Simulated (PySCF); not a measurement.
## Static response to an electric field

Compound: C3H11AsGe.
Cartesian coordinates in Å at the PBE0-D3(BJ)/def2-SVP level; atoms count from 1:
```
atom  x, y, z in Å
C1    -1.931    0.645   -0.095
C2    -1.275   -0.188    0.995
C3    -0.413   -1.336    0.476
Ge4    1.094   -0.798   -0.668
As5    2.253    1.042    0.422
H6    -1.183    1.149   -0.729
H7    -2.553    0.021   -0.756
H8    -2.576    1.427    0.332
H9    -0.660    0.466    1.639
H10   -2.057   -0.599    1.658
H11    0.019   -1.903    1.316
H12   -1.022   -2.052   -0.104
H13    0.629   -0.407   -2.088
H14    2.089   -1.972   -0.795
H15    1.181    2.048    0.012
H16    3.086    1.345   -0.820
```

Level: PBE0/def2-SVPD (PySCF), static field, nuclei fixed, core orbitals frozen in the response. The polarisability tensor in these axes (au):

```
x   112.13   8.31  -0.88
y     8.31 104.98   5.89
z    -0.88   5.89  94.53
```

**Question.** Diagonalise the tensor; give its mean and Δα, where Δα² is half the sum of the squared differences of the eigenvalues.

**Answer.** Principal values 90.91, 102.85 and 117.89 au; mean 103.88 au = 15.39 Å³ = 17.13 × 10⁻⁴⁰ C²·m²/J; Δα = 23.42 au (23 % of the mean).

**Question.** What is the dipole moment, and where does it point?

**Answer.** (-1.02, -0.38, 0.04) D, 1.09 D in size, pointing from the negative to the positive side. Measured along this direction, the outermost atoms are H16 at the negative end and H7 at the positive end.

**Question.** What depolarisation ratio follows for Rayleigh scattering of linearly polarised light, taking the static tensor?

**Answer.** ρ = 3Δα²/(45ᾱ² + 4Δα²) = 1645.5/(485605 + 2194.0) = 0.00337.

**Question.** What are the principal values of the traceless quadrupole moment, Θ = ½Σq(3rr − r²1), about the centre of nuclear charge?

**Answer.** -3.48, 0.55, 2.94 D·Å. The values depend on the origin, since the dipole doesn't vanish. The electronic extent ⟨r²⟩ about the same centre is 1317 bohr², a root-mean-square distance of 1.98 Å for the 94 electrons.

**Question.** In a dilute gas of rigid molecules at 500 K, how does the orientational term μ²/3kT compare with the electronic polarisability?

**Answer.** In Gaussian units μ²/3kT = 5.71 Å³ against 15.39 Å³, a ratio of 0.37; the Debye molar polarisation (4π/3)N_A(α + μ²/3kT) is 53.2 cm³/mol, leaving out the vibrational part.

One conformer (not necessarily the lowest) at the PBE0-D3(BJ)/def2-SVP geometry, without solvent, vibrations or thermal averaging. The calculation is non-relativistic, for germanium and arsenic too.

These values come from a run that also computed excited states. Rough CPU time on one thread of a shared machine: about 90 s.
